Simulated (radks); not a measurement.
The numbers below are computed, except where a source is named.
Correlation energies from several functionals, in hartree. Species: S4+ [Ne] 3s2; Ba2+ [Xe]; Se4+ [Ar] 3d10 4s2; Mg [Ne] 3s2. Level of theory: non-relativistic Kohn-Sham, exchange-only PBE, spin-polarised, spherical densities, point nucleus (a radial shooting solver on a logarithmic mesh with Libxc functionals). Every spin shell is full or empty, so the densities are truly spherical. Functionals are evaluated on that one density, not self-consistently.

functional       S4+     Ba2+     Se4+        Mg
PW92         -1.0297  -5.2960  -2.8612  -0.88652
VWN5         -1.0346  -5.3186  -2.8746  -0.89063
PZ           -1.0278  -5.2968  -2.8584  -0.88393
Chachiyo     -1.0127  -5.2291  -2.8216  -0.86940
PBE         -0.44757  -2.9746  -1.4937  -0.40739
LYP         -0.52085  -2.7930  -1.5121  -0.46019
P86         -0.51861  -3.3741  -1.7030  -0.46200
AM05        -0.92795  -4.9427  -2.6414  -0.79693
OP (B88)    -0.50210  -2.7187  -1.4623  -0.44292
TPSS        -0.45239  -2.9765  -1.4978  -0.41205
revTPSS     -0.46376  -3.0102  -1.5185  -0.42551
SCAN        -0.45495  -2.9641  -1.5046  -0.41010
r2SCAN      -0.45918  -2.9835  -1.5158  -0.41321
B95         -0.55399  -3.6554  -1.8305  -0.46783
Tao-Mo      -0.40833  -2.8777  -1.4297  -0.36729
